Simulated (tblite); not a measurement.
C5H4F4O3S.
Atom-mapped SMILES: `[O:1]=[S@@:2]1[O:3][C@@H:4]([CH2:5][F:6])[C@H:7]([C:8]([F:9])=[C:10]([F:11])[F:12])[O:13]1` (hydrogens: H14 on C4; H15, H16 on C5; H17 on C7)

Computed geometry: GFN2-xTB, gas phase.

(1) What internal coordinates does the optimisation give?

Results:

(1) 
```csv
bond,length (Å)
O1=S2,1.422
S2–O3,1.687
O3–C4,1.394
C4–C5,1.533
C5–F6,1.367
C4–C7,1.550
C7–C8,1.510
C8–F9,1.349
C8=C10,1.328
C10–F11,1.317
C10–F12,1.322
C7–O13,1.391
S2–O13,1.696
C4–H14,1.096
C5–H15,1.095
C5–H16,1.093
C7–H17,1.098
```

A selection of angles:
```csv
angle,degrees
O1–S2–O3,106.7
O1–S2–O13,110.6
O3–S2–O13,90.8
S2–O3–C4,114.5
O3–C4–C5,110.1
O3–C4–C7,105.1
O3–C4–H14,109.4
C5–C4–C7,110.5
C5–C4–H14,109.9
C7–C4–H14,111.7
C4–C5–F6,109.8
C4–C5–H15,110.7
C4–C5–H16,110.4
F6–C5–H15,107.5
F6–C5–H16,107.8
H15–C5–H16,110.5
C4–C7–C8,110.8
C4–C7–O13,104.6
C4–C7–H17,110.6
C8–C7–O13,111.7
C8–C7–H17,109.6
O13–C7–H17,109.3
C7–C8–F9,114.5
C7–C8–C10,127.0
F9–C8–C10,118.5
C8–C10–F11,125.0
C8–C10–F12,124.2
F11–C10–F12,110.8
S2–O13–C7,112.0
```

Torsions: O1–S2–O3–C4 -114° (anticlinal); S2–O3–C4–C5 -97° (anticlinal); O3–C4–C5–F6 180° (antiperiplanar); O3–C4–C7–C8 85° (synclinal); C4–C7–C8–F9 49° (synclinal); C7–C8–C10–F11 -2° (synperiplanar); C4–C7–O13–S2 36° (synclinal); O1–S2–O13–C7 87° (synclinal).

The O–S distances run from 1.422 Å (O1=S2, drawn double) to 1.696 Å (S2–O13, drawn single), a spread of 0.274 Å. S2 (sulfinyl sulfur) is pyramidal (angles 110.6°, 106.7° and 90.8°, sum 308.1°, 0.67 Å off the plane of its three neighbours). The C–C distances run from 1.328 Å (C8=C10, drawn double) to 1.550 Å (C4–C7, drawn single), a spread of 0.222 Å. O13 (oxygen bonded to C and S) is bent (angle 112.0°). The C–F distances run from 1.317 Å (C10–F11, drawn single) to 1.367 Å (C5–F6, drawn single), a spread of 0.050 Å. The 5-membered ring S2–O3–C4–C7–O13 has internal angles of 90.8° to 114.5° (sum 527°, against 540° for a flat polygon); it is puckered, 0.15 Å rms from its mean plane, widest ring torsion 36°. O3 (oxygen bonded to C and S) is bent (angle 114.5°).

Point group: C1 (no symmetry element, even within 0.4 Å). Its GFN2-xTB frequencies are all real (lowest 28 cm⁻¹). One conformer, not necessarily the lowest.
